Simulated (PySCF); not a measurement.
## MOH across group 6

Level: PBE0, basis family def2-TZVP, scalar-relativistic core potentials from Rb on and no relativity for lighter atoms.

Each entry is the lowest minimum that a search over a few typed start shapes (and spin states, where more than one is plausible) found, or that minimum re-optimised at the stated level; isomers with ligand–ligand bonds, or fragments after loss of a ligand pair, can lie lower. Open shells are unrestricted; no spin–orbit coupling; PySCF with density fitting.

```
molecule  2S+1  point group  mean bond to the central atom (Å)  highest ω (cm⁻¹)  lowest ω (cm⁻¹)  polar-tensor charge of the central atom  atomisation (kJ/mol)
    HCrO     4           Cs                              1.610              1744              506                                     1.08                   618
    HMoO     4           Cs                              1.700              1820              570                                     1.04                   778
     HWO     ?            ?                                  ?                 ?                ?                                        ?                     ?
```

Task: Fill in the row of HWO.

Result: 2S+1: 4; point group: Cs; mean bond to the central atom (Å): 1.720; highest ω (cm⁻¹): 1869; lowest ω (cm⁻¹): 553; polar-tensor charge of the central atom: 0.91; atomisation (kJ/mol): 971.

Some spin contamination in HCrO.

Spin–orbit coupling can matter for HWO.

Left out of the table are members whose search was unfinished or whose lowest solution was spin-contaminated, unstable, very soft or bonded differently.

Open d and f shells are single-determinant solutions and may miss the true ground state.
